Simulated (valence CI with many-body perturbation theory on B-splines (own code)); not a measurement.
Ru IV: electric-dipole lines

Computed by relativistic CI+MBPT: five valence electrons over a frozen Dirac-Fock core [Kr], radial functions for each j: 7 s, 7 p, 8 d, 6 f, 4 g, 1 h, with the one-electron correlation potential Σ1 (screened to all orders), the two-electron term Σ2, the three-electron term Σ3, Breit, model QED; selected single and double excitations, second order for the rest, scaled by the run's own slope (own B-spline code, finite nucleus).

No measured spectrum was set against this ion. As an estimate, terms of the open shell hold to 2 to 4 % of their energy, and close levels can change places; different configurations can be misplaced against each other by 1,000 to 8,000 cm⁻¹. Among the levels kept, up to 2700 cm⁻¹ of a level comes from second order outside the variational space, and about a tenth of that is noise between levels of different J, which matters for small intervals.

Lines 101 to 150 of 573 in falling wavelength, among levels below 175996 cm⁻¹, chosen from the strongest by gf and those to the six lowest levels. Wavelengths and rates use the calculated energies, so an error of 2000 cm⁻¹ moves a line at 1846 Å by 3.7 % and its rate by three times that or more. Electric multipoles are in the length gauge, E1 and E2 with the static RPA response of the core. Weak lines are less certain than strong ones. Lines between different terms over intervals too small for the method are left out, as are lines whose strength nearly cancels. Where a level lies close to another of its J and parity, the split of strength between their lines is uncertain. The highest levels of a list are the least certain.

Names give the largest LS component (configuration and term), which can be under half, so a name can repeat, a term be missing and a line seem to break the LS rules; names also repeat where a configuration has a term twice. Letters in brackets count levels of one name in rising energy.

```
λ vac (Å)               Upper             Lower   A (s⁻¹)  log gf  Branch %
     1846   4d⁴5p ⁴F°_9/2 [c]      4d⁴5s ²H_9/2  3.87e+07   -0.70       1.7
     1845   4d⁴5p ²F°_7/2 [c]  4d⁴5s ²G_9/2 [b]  2.16e+08   -0.06       6.5
     1845   4d⁴5p ²G°_7/2 [b]  4d⁴5s ²F_7/2 [a]  6.91e+07   -0.55       3.4
     1845   4d⁴5p ⁴G°_7/2 [b]      4d⁴5s ⁴G_7/2  7.04e+07   -0.54       2.0
     1845  4d⁴5p ²I°_11/2 [b]     4d⁴5s ²I_11/2  3.59e+08    0.34      11.9
     1842   4d⁴5p ²G°_7/2 [b]  4d⁴5s ⁴D_5/2 [b]  5.57e+07   -0.64       2.8
     1841   4d⁴5p ²H°_9/2 [a]  4d⁴5s ²F_7/2 [a]  6.62e+07   -0.47       4.4
     1840   4d⁴5p ⁴G°_9/2 [c]      4d⁴5s ⁴G_7/2  4.11e+07   -0.68       1.3
     1840   4d⁴5p ⁴D°_5/2 [b]  4d⁴5s ⁴P_3/2 [a]  1.58e+08   -0.32       9.4
     1839  4d⁴5p ²I°_13/2 [a]     4d⁴5s ⁴G_11/2  1.63e+08    0.06      15.8
     1838   4d⁴5p ⁴H°_9/2 [b]      4d⁴5s ⁴G_9/2  5.28e+07   -0.57       2.9
     1838   4d⁴5p ⁴G°_9/2 [d]  4d⁴5s ²G_7/2 [a]  9.17e+07   -0.33       3.8
     1838   4d⁴5p ²H°_9/2 [b]  4d⁴5s ²G_7/2 [b]  2.56e+08    0.11      10.6
     1837  4d⁴5p ⁴G°_11/2 [c]  4d⁴5s ²G_9/2 [a]  4.25e+07   -0.59       2.2
     1837   4d⁴5p ⁴G°_5/2 [d]  4d⁴5s ²F_5/2 [a]  8.14e+07   -0.61       4.0
     1837   4d⁴5p ⁴F°_5/2 [b]      4d⁴5s ⁴G_7/2  7.47e+07   -0.64       3.0
     1836   4d⁴5p ²G°_7/2 [e]  4d⁴5s ²D_5/2 [a]  9.42e+07   -0.42       3.1
     1836   4d⁴5p ⁴P°_3/2 [b]  4d⁴5s ⁴P_5/2 [a]  1.30e+08   -0.58       4.1
     1835   4d⁴5p ⁴D°_3/2 [b]  4d⁴5s ⁴P_1/2 [a]  1.56e+08   -0.50      11.8
     1835  4d⁴5p ⁴G°_11/2 [a]  4d⁴5s ⁴F_9/2 [a]  1.10e+08   -0.18       5.4
     1833   4d⁴5p ⁴P°_1/2 [b]  4d⁴5s ⁴P_3/2 [a]  2.75e+08   -0.56      14.2
     1830       4d⁴5p ⁶F°_1/2      4d⁴5s ⁶D_1/2  4.27e+08   -0.37      76.4
     1828  4d⁴5p ²I°_11/2 [b]     4d⁴5s ²I_13/2  7.08e+07   -0.37       2.3
     1827       4d⁴5p ⁶F°_3/2      4d⁴5s ⁶D_3/2  3.22e+08   -0.19      56.3
     1823   4d⁴5p ²D°_3/2 [a]  4d⁴5s ⁴F_3/2 [a]  1.26e+08   -0.60       6.5
     1821   4d⁴5p ²G°_7/2 [c]  4d⁴5s ²F_5/2 [a]  1.86e+08   -0.13       8.2
     1820       4d⁴5p ⁶F°_5/2      4d⁴5s ⁶D_5/2  2.83e+08   -0.07      48.0
     1819   4d⁴5p ⁴F°_9/2 [d]  4d⁴5s ²G_7/2 [b]  1.95e+08   -0.01       7.3
     1819   4d⁴5p ²F°_7/2 [b]  4d⁴5s ²F_7/2 [a]  5.86e+07   -0.63       2.7
     1819   4d⁴5p ²G°_9/2 [a]  4d⁴5s ²F_7/2 [a]  1.33e+08   -0.18       4.5
     1817   4d⁴5p ⁴H°_7/2 [b]      4d⁴5s ⁴G_7/2  1.07e+08   -0.37       5.2
     1816   4d⁴5p ²G°_7/2 [a]      4d⁴5s ⁴H_9/2  6.61e+07   -0.58       4.8
     1816   4d⁴5p ⁴F°_7/2 [b]      4d⁴5s ⁴G_9/2  1.97e+08   -0.11       6.1
     1815   4d⁴5p ²F°_5/2 [c]  4d⁴5s ²D_3/2 [a]  1.06e+08   -0.50       3.9
     1815   4d⁴5p ⁴D°_7/2 [b]  4d⁴5s ⁴F_9/2 [a]  1.25e+08   -0.31       6.0
     1814   4d⁴5p ²D°_5/2 [b]  4d⁴5s ²P_3/2 [a]  1.21e+08   -0.45       4.3
     1813       4d⁴5p ⁴I°_9/2      4d⁴5s ⁴H_7/2  2.82e+08    0.14      26.4
     1811  4d⁴5p ²H°_11/2 [c]  4d⁴5s ²G_9/2 [b]  7.36e+07   -0.36       1.4
     1810   4d⁴5p ⁴H°_9/2 [c]      4d⁴5s ²H_9/2  6.17e+07   -0.52       4.0
     1810       4d⁴5p ⁶F°_3/2      4d⁴5s ⁶D_1/2  1.59e+08   -0.51      27.8
     1810  4d⁴5p ²H°_11/2 [a]     4d⁴5s ²H_11/2  3.20e+08    0.28      11.8
     1809       4d⁴5p ⁶F°_7/2      4d⁴5s ⁶D_7/2  2.43e+08   -0.02      39.5
     1808   4d⁴5p ⁴F°_5/2 [b]      4d⁴5s ⁴G_5/2  7.13e+07   -0.68       2.9
     1807  4d⁴5p ⁴G°_11/2 [c]     4d⁴5s ²I_11/2  6.22e+07   -0.44       3.3
     1807   4d⁴5p ²F°_5/2 [c]  4d⁴5s ²D_5/2 [a]  1.49e+08   -0.36       5.5
     1807   4d⁴5p ⁴G°_9/2 [a]     4d⁴5s ⁴H_11/2  5.80e+07   -0.55       4.2
     1805   4d⁴5p ⁴G°_5/2 [d]  4d⁴5s ⁴D_5/2 [b]  9.30e+07   -0.56       4.5
     1804   4d⁴5p ²F°_7/2 [d]  4d⁴5s ²D_5/2 [a]  1.08e+08   -0.37       5.0
     1803   4d⁴5p ⁴G°_9/2 [b]  4d⁴5s ⁴F_9/2 [a]  4.57e+07   -0.65       2.9
     1803      4d⁴5p ⁴I°_11/2     4d⁴5s ⁴H_13/2  9.95e+07   -0.24       8.3
```

(1) How does gf follow from A for the line at 1828 Å?

## Answers

(1) gf = 1.4992 × (2J+1)_upper × A / σ², with σ = 54718 cm⁻¹ and 2J+1 = 12: gf = 0.426.
